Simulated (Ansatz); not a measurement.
Consider the substitution at a C–Si bond: `OC([SiH3])Cl` + CH₃OH → `COC(O)Cl` + SiH₄.

Isolated molecules relaxed with PBE0-D4/def2-TZVP in Ansatz; ΔE leaves out vibrations. CBS: MP2 limit from def2 TZ/QZ plus the TZ coupled-cluster correction, frozen cores. This one scheme is used for every species. DFT in def2-TZVPP. Each species was taken in one conformer, which may not be the lowest.

`OC([SiH3])Cl`:

Z-matrix (Å, degrees):
```
C
Si 1 1.902
Cl 1 1.826 2 106.8
O 1 1.378 2 109.8 3 -121.4
H 1 1.094 2 112.4 3 112.4
H 2 1.481 1 108.6 3 60.8
H 2 1.483 1 107.9 3 -59.7
H 2 1.486 1 108.9 3 -178.8
H 4 0.963 1 109.7 2 -175.5
```

CH₃OH:

```xyz
6

C    -0.341    0.046   -0.093
O     0.926    0.403    0.410
H    -0.973    0.932   -0.027
H    -0.813   -0.753    0.491
H    -0.300   -0.265   -1.145
H     1.500   -0.363    0.363
```

`COC(O)Cl`:

Z-matrix (Å, degrees):
```
C
O 1 1.417
H 1 1.088 2 106.5
H 1 1.096 2 110.9 3 -118.6
H 1 1.094 2 111.5 3 119.5
C 2 1.376 1 112.7 3 179.0
Cl 6 1.796 2 105.7 1 -165.9
O 6 1.369 2 113.8 1 71.6
H 6 1.094 2 112.4 1 -49.9
H 8 0.965 6 108.0 2 57.8
```

SiH₄:

Cartesian coordinates in Å:
```
Si 0.000 0.000 0.000
H 0.899 -0.580 1.029
H 0.812 0.540 -1.119
H -0.801 1.095 0.603
H -0.910 -1.055 -0.513
```

```csv
level,ΔE (kcal/mol),difference from CCSD(T)/CBS
LDA (SPW92),-0.8,-3.9
r2SCAN-D4,1.1,-2.0
r2SCANh-D4,1.2,-1.9
PBE,2.2,-0.9
revPBE,3.1,0.0
PBE0,2.0,-1.1
r2SCANh,1.2,-1.9
BHLYP,1.1,-2.0
CAM-B3LYP,0.6,-2.5
CCSD/CBS(def2),3.3,0.2
CCSD(T)/CBS,3.1,0
```

Largest T1 diagnostic among the species: 0.011.

From BLYP to BHLYP (50 % exact exchange), in def2-TZVPP and without D4, ΔE moves by −1.1 kcal/mol. Leaving LDA and LC-ωPBE aside and taking each functional with its dispersion term where it has one, the values, not all of them listed here, spread over 2.4 kcal/mol, from B97M-V to revPBE-D4. LDA lies −3.0 kcal/mol from PBE without D4. In def2-TZVPP, CCSD(T) changes the Hartree–Fock value by +1.4 kcal/mol (the triples alone add −0.2 kcal/mol) and MP2 by +2.3 kcal/mol.
